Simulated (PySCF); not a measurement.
# S- (sulfur, charge -1) across methods

[Ne] 3s2 3p5, 2P determinant. All numbers are calculated (PySCF 2.14, scalar relativity by spin-free X2C-1e, in aug-cc-pCVTZ-DK (8s7p5d3f, 75 functions)).

| method | E (hartree) | mean ε 3s β (eV) | mean ε 3p α (eV) | mean ε 3p β (eV) | Σ⟨r²⟩ (bohr²) | ⟨S²⟩ |
| --- | --- | --- | --- | --- | --- | --- |
| UHF | -398.62310 | -14.541 | -3.491 | -2.311 | 43.23 | 0.764 |
| r2SCAN0 | -399.2526 | -10.287 | -0.848 | 0.000 | 43.56 | 0.759 |
| PBE0 | -399.1475 | -10.116 | -0.647 | 0.131 | 43.97 | 0.756 |
| HSE06 | -399.1660 | -9.713 | -0.247 | 0.524 | 44.01 | 0.756 |
| PBE | -399.1200 | -8.391 | 0.449 | 1.135 | 45.21 | 0.755 |
| r2SCAN | -399.2576 | -8.660 | 0.199 | 0.984 | 44.13 | 0.759 |
| MN15 | -399.3505 | -10.613 | -1.303 | -0.582 | 44.62 | 0.755 |
| LDA | -397.9039 | -8.560 | 0.341 | 1.031 | 45.38 | 0.753 |
| BLYP | -399.2996 | -8.352 | 0.592 | 1.213 | 45.87 | 0.754 |

The highest occupied level is positive at r2SCAN0, PBE0, HSE06, PBE, r2SCAN, LDA, BLYP: only the finite basis holds that electron, which in a density functional comes from self-interaction.
